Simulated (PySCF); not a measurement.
**Whose spectrum? (photoresist piece)**

All values: TDA PBE0/6-31G*, gas phase, PySCF SCF with an in-house response code, fitting set def2-universal-JFIT up to Ne and JKFIT beyond, grid level 1 (kernel 0), vertical, one conformer each, geometries GFN2-xTB; core orbitals frozen in the response, virtual orbitals above 1.5 Eh left out. The lowest 6 singlets were sought, and the brightest is taken among them. The runs took 7 to 50 CPU minutes each on shared server CPUs.

Some members have dark charge-transfer states, which this functional places too low.

One system has its HOMO at -5.88 eV, its LUMO at -0.88 eV and these singlet states:

| state | eV | f |
| --- | --- | --- |
| S1 | 4.51 | 0.002 |
| S2 | 4.56 | 0.011 |
| S3 | 4.61 | 0.029 |
| S4 | 4.63 | 0.008 |
| S5 | 4.68 | 0.002 |
| S6 | 4.69 | 0.013 |

Task: Which is it?
A. CC[C@@H](C[C@@H](C[C@@H](C)c1ccc2ccccc2c1)c1ccc2ccccc2c1)c1ccc2ccccc2c1 (C38H36)
B. CC[C@H](C[C@H](C)c1ccc2ccccc2c1)c1ccc2ccccc2c1 (C26H26)
C. CC[C@@H](C[C@@H](C[C@@H](C[C@H](C)c1ccc2ccccc2c1)c1ccc2ccccc2c1)c1ccc2ccccc2c1)c1ccc2ccccc2c1 (C50H46)

Result: A.

Task: How do the candidates compare?

Result: 
```csv
system,HOMO / eV,LUMO / eV,S1 / eV,f(S1),brightest state sought / eV
CC[C@@H](C[C@@H](C[C@@H](C)c1ccc2ccccc2c1)c1ccc2ccccc2c1)c1ccc2ccccc2c1,-5.88,-0.88,4.51,0.002,4.61
CC[C@@H](C[C@@H](C[C@@H](C[C@H](C)c1ccc2ccccc2c1)c1ccc2ccccc2c1)c1ccc2ccccc2c1)c1ccc2ccccc2c1,-5.84,-0.89,4.34,0.022,4.34
CC[C@H](C[C@H](C)c1ccc2ccccc2c1)c1ccc2ccccc2c1,-5.90,-0.81,4.61,0.009,4.82
```
